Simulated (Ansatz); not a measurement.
The same hydrolysis along the group B, Al, In.

Calculated with Ansatz (gas phase, PBE0-D4/def2-TZVP geometries, no zero-point term in ΔE). CCSD(T)/CBS adds triple-zeta CCSD(T) − MP2 to the extrapolated MP2 energy (def2 sets, frozen cores). This one scheme is used for every species. DFT in def2-TZVPP. def2 core potentials past Kr. For In outer-core shells are correlated without core-valence functions, which leaves a few kJ/mol of doubt a bond. One conformer a species, not always the lowest.

```
                                                                  reaction  ωB97X-V (kJ/mol)  ωB97M-V (kJ/mol)  r2SCAN-D4 (kJ/mol)
                   `FB(O[SiH3])O[SiH3]` + H₂O → `OB(F)O[SiH3]` + `O[SiH3]`                -1                -1                  -2
`[F][Al]([O][SiH3])[O][SiH3]` + H₂O → `[OH][Al]([F])[O][SiH3]` + `O[SiH3]`                22                22                  21
`[F][In]([O][SiH3])[O][SiH3]` + H₂O → `[OH][In]([F])[O][SiH3]` + `O[SiH3]`                 9                 9                   7
```

(1) Give the CCSD(T)/CBS values in the same order. (Estimate.)

Largest T1 diagnostic: 0.017, for `[OH][In]([F])[O][SiH3]`.

## Answers

(1) Computed: 3, 26, 16 kJ/mol.
